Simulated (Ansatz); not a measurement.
Two isomers of C2H4F2OSi: A = `O/C(=C\F)[SiH2]F`, B = `C[Si](F)(F)C=O`.

Calculated with Ansatz (gas phase, PBE0-D4/def2-TZVP geometries, no zero-point term in ΔE). CCSD(T)/CBS adds triple-zeta CCSD(T) − MP2 to the extrapolated MP2 energy (def2 sets, frozen cores). DFT in def2-TZVPP. B3LYP here is the variant with VWN-RPA as its local correlation; programs differ in this. One conformer a species, not always the lowest.

Which is lower in electronic energy at CCSD(T)/CBS, and by how much? (Best estimate.)

The calculation gave: B, by 66.1 kcal/mol.

Give E(B) − E(A) in kcal/mol with B3LYP, HF/def2-TZVPP, CCSD/def2-TZVPP, ωB97M-V, B2PLYP, MP2/def2-TZVPP, PBE0-D4. (An estimate is asked.)

Ansatz gave: B3LYP -64.0, HF/def2-TZVPP -67.5, CCSD/def2-TZVPP -66.7, ωB97M-V -65.4, B2PLYP -66.1, MP2/def2-TZVPP -68.2, PBE0-D4 -62.7. None reverses the order clearly.

Largest T1 diagnostic: 0.013.

From PBE to PBE0 (25 % exact exchange), in def2-TZVPP and without D4, E(B) − E(A) moves by −1.4 kcal/mol.
